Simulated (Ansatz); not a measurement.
`CC(C)[Si]F` and `CC(C)[Si]Cl` differ in one element.

Ansatz, PBE0-D4/def2-TZVP geometries, multiplicity 1. Each molecule was computed in one conformer, which needn't be the lowest.

| property | `CC(C)[Si]F` |
| --- | --- |
| size of the dipole moment (B3LYP/def2-TZVPP) / D | 1.66 |
| HOMO–LUMO gap (PBE/def2-TZVPP) / eV | 2.31 |
| LUMO energy (ωB97M-V/def2-TZVPP) / eV | -0.08 |
| HOMO energy (ωB97M-V/def2-TZVPP) / eV | -8.42 |
| LUMO energy (B3LYP/def2-TZVPP) / eV | -2.27 |
| HOMO energy (B3LYP/def2-TZVPP) / eV | -6.16 |

Give the same properties after the change, and the shifts. (Best estimate.)

Ansatz gave: 
```json
{"property": "size of the dipole moment (B3LYP/def2-TZVPP) / D", "`CC(C)[Si]Cl`": "1.89", "shift": "0.23"}
{"property": "HOMO–LUMO gap (PBE/def2-TZVPP) / eV", "`CC(C)[Si]Cl`": "2.12", "shift": "-0.19"}
{"property": "LUMO energy (ωB97M-V/def2-TZVPP) / eV", "`CC(C)[Si]Cl`": "-0.46", "shift": "-0.38"}
{"property": "HOMO energy (ωB97M-V/def2-TZVPP) / eV", "`CC(C)[Si]Cl`": "-8.51", "shift": "-0.09"}
{"property": "LUMO energy (B3LYP/def2-TZVPP) / eV", "`CC(C)[Si]Cl`": "-2.60", "shift": "-0.33"}
{"property": "HOMO energy (B3LYP/def2-TZVPP) / eV", "`CC(C)[Si]Cl`": "-6.26", "shift": "-0.10"}
```

With PBE0 the HOMO falls by 0.11 eV and the LUMO falls by 0.36 eV, so the gap narrows by about 0.25 eV. PBE moves the HOMO by -0.14 eV and ωB97M-V by -0.09 eV. Dipoles are sizes alone; their direction can turn.

B3LYP here is the variant with VWN-RPA as its local correlation; programs differ in this.
